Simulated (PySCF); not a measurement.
# Telling isomers of C$_{7}$H$_{5}$ClN$_{2}$ apart by NMR

[PySCF: NMR shieldings at PBE0/pcSseg-1/GIAO; GFN2-xTB geometry; no relativistic terms; a single conformation; one averaged value for each set of equivalent atoms; gas phase]

δ = σ(ref) − σ, references computed at the same level: 1H, 13C against TMS. Where no couplings were computed, multiplicities follow the n + 1 count of equivalent neighbours, and m marks all less simple cases (inequivalent or close neighbours, rings, F or P nearby). Shifts are as computed. Against solution values, carbons near 30 ppm lie about +3 ppm off and those near 130 ppm about +5 ppm; carbons on Cl a further +6 ppm. Of 1211 compounds with measured shifts, 218 miss one by over three times the rms of a fit or turn the order of signals round; such compounds aren't used in these exercises. Carbons bonded to Cl come out too deshielded. OH and NH positions are gas-phase values without hydrogen bonding to other molecules.

(1) Tabulate the signals of `Clc1n[nH]c2ccccc12`, `Clc1cccc2[nH]ncc12` and their relative energies.

(2) What is the quickest way to tell Clc1n[nH]c2ccccc12 from Clc1cccc2[nH]ncc12?

Results:

(1) 
| SMILES | carbon types | δC | δH | E rel. (kcal/mol) |
| --- | --- | --- | --- | --- |
| Clc1n[nH]c2ccccc12 | 3×C 4×CH | 145.5, 144.7, 132.4, 126.9, 126.1, 125.7, 113.3 | 9.32 (br s, 1H), 8.13 (d, 1H), 7.72 (m, 1H), 7.57 (m, 1H), 7.56 (m, 1H) | 1.6 |
| Clc1cccc2[nH]ncc12 | 3×C 4×CH | 145.6, 138.5, 136.7, 131.6, 128.4, 126.3, 111.0 | 9.59 (br s, 1H), 8.25 (s, 1H), 7.58 (m, 1H), 7.46 (m, 1H), 7.46 (m, 1H) | 0.0 |

Energies are electronic energies at PBE0/pcSseg-1 on these geometries, without zero-point or thermal terms, each for the one conformer computed, which needn't be the lowest.

(2) Both give the same number of carbon signals, with the same numbers of each carbon type, so the positions decide. The first has an aromatic CH at 113.3 ppm, the second an aromatic carbon bearing chlorine (C) at 138.5 ppm. Their most deshielded carbons lie at 145.5 and 145.6 ppm.
